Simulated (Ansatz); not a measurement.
`C[Se][Al]([F])[F]` + H₂ → `C[SeH]` + `[F][AlH][F]`  (hydrogenolysis of the Se–Al bond)

Program: Ansatz. Geometries: PBE0-D4/def2-TZVP. ΔE: electronic, gas phase. CBS: MP2 limit from def2 TZ/QZ plus the TZ coupled-cluster correction, frozen cores. This one scheme is used for every species. Functionals use def2-TZVPP. B3LYP here is the variant with VWN-RPA as its local correlation; programs differ in this. For Se outer-core shells are correlated without core-valence functions, which leaves a few kJ/mol of doubt a bond. Scalar relativity is left out up to krypton. One conformer a species, not always the lowest.

`C[Se][Al]([F])[F]`:

Z-matrix (Å, degrees):
```
C
Se 1 1.970
H 1 1.087 2 107.6
H 1 1.087 2 107.8 3 -119.0
H 1 1.087 2 111.0 3 120.4
Al 2 2.275 1 97.6 3 -122.5
F 6 1.643 2 120.0 1 0.3
F 6 1.638 2 121.3 1 -179.8
```

H₂:

Z-matrix (Å, degrees):
```
H
H 1 0.746
```

`C[SeH]`:

Cartesian coordinates in Å:
```
C -0.218 0.091 -0.492
Se 0.588 -0.997 0.909
H -1.162 0.512 -0.155
H -0.402 -0.584 -1.327
H 0.466 0.875 -0.809
H 0.728 0.103 1.873
```

`[F][AlH][F]`:

```xyz
4

F    -0.370    1.076    1.157
Al    0.027    0.003   -0.017
F    -0.999   -1.243   -0.299
H     1.342    0.164   -0.840
```

```
             level  ΔE (kJ/mol)
          B3LYP-D4         87.6
RPA@PBE/def2-TZVPP         79.7
       HF/def2-SVP         65.6
    MP2/def2-TZVPP         94.1
```

**Question.** What does CCSD(T)/CBS give? (An estimate is asked.)

**Answer.** Computed: +91.8 kJ/mol. The listed levels differ from it by -4.2, -12.1, -26.2, 2.3 kJ/mol.

Largest T1 diagnostic among the species: 0.013.

The D4 term adds +10.2 kJ/mol with B3LYP and +5.6 kJ/mol with PBE0; it sums over pairs of atoms, weighted by their polarisabilities, and B3LYP, whose exchange is more repulsive, gets the larger term. In def2-TZVPP, CCSD(T) changes the Hartree–Fock value by +16.8 kJ/mol (the triples alone add +4.6 kJ/mol) and MP2 by +24.8 kJ/mol.
